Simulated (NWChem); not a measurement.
# SOF anion

```xyz
3

O     -0.6136     1.2525     0.0000
S      0.5044     0.1733     0.0000
F     -0.3334    -1.4323     0.0000
```
Atoms are numbered in this order, from 1.

Results from NWChem. Geometry: optimised at B3LYP/def2-SVPD. The gas-phase anion has a positive highest level at the geometry level, so the gas reference is doubtful. Level: M05-2X/aug-cc-pVDZ with COSMO at NWChem's default radii, gas-phase geometry; rows give the dielectric constant. Reactions with the solvent are ignored.

For dielectric constant 1.5:

* **electrostatic solvation energy (kcal/mol)**: -21.5

Task: How do the values read with dielectric constant 46.7 instead?

Result: 
| Item | Value |
|---|---|
| electrostatic solvation energy (kcal/mol) | -63.9 |
